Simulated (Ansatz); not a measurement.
Al₃Ga₂⁺. Charge 1, multiplicity 1. Geometry r2SCAN-D4/def2-SVP.

```
atom   x (Å)   y (Å)   z (Å)
 Al1   0.560  -2.198  -0.122
 Al2   1.259  -0.551   1.790
 Al3  -1.276   1.921  -1.181
 Ga4   0.093   1.275   0.758
 Ga5  -0.636  -0.448  -1.245
```

The restricted singlet is unstable towards broken spin symmetry in Hartree–Fock (as tested in another run); at PBE-D4/def2-SVP, PBE-D4/def2-TZVP, revPBE-D4/def2-TZVP, r2SCAN-D4/def2-TZVP and others this wasn't settled. Another isomer (singlet) lies 0.06 eV lower at PBE0-D4/def2-TZVP; other spin states weren't run for this one.

Question: Estimate the orbital energies around the gap (eV) in Ansatz with PBE-D4/def2-SVP, PBE-D4/def2-TZVP, revPBE-D4/def2-TZVP, r2SCAN-D4/def2-TZVP, PBE0-D4/def2-TZVP.

Answer: 
| orbital | PBE-D4/def2-SVP | PBE-D4/def2-TZVP | revPBE-D4/def2-TZVP | r2SCAN-D4/def2-TZVP | PBE0-D4/def2-TZVP |
| --- | --- | --- | --- | --- | --- |
| HOMO−9 | -24.17 | -23.98 | -23.92 | -24.50 | -27.33 |
| HOMO−8 | -24.10 | -23.92 | -23.86 | -24.43 | -27.28 |
| HOMO−7 | -24.07 | -23.88 | -23.82 | -24.40 | -27.25 |
| HOMO−6 | -16.34 | -16.21 | -16.14 | -16.69 | -17.72 |
| HOMO−5 | -13.98 | -13.86 | -13.80 | -14.20 | -15.09 |
| HOMO−4 | -13.53 | -13.42 | -13.35 | -13.70 | -14.56 |
| HOMO−3 | -11.13 | -11.04 | -10.98 | -11.20 | -11.75 |
| HOMO−2 | -10.67 | -10.60 | -10.53 | -10.71 | -11.24 |
| HOMO−1 | -9.11 | -9.02 | -8.97 | -9.17 | -9.64 |
| HOMO | -9.05 | -8.99 | -8.94 | -9.15 | -9.53 |
| LUMO | -8.39 | -8.32 | -8.27 | -8.35 | -7.75 |
| LUMO+1 | -8.02 | -7.94 | -7.88 | -7.93 | -7.37 |
| LUMO+2 | -7.47 | -7.40 | -7.34 | -7.38 | -6.81 |
| LUMO+3 | -6.84 | -6.77 | -6.71 | -6.71 | -6.13 |
| LUMO+4 | -6.80 | -6.72 | -6.66 | -6.63 | -6.10 |
| LUMO+5 | -5.07 | -5.06 | -5.00 | -4.81 | -4.25 |
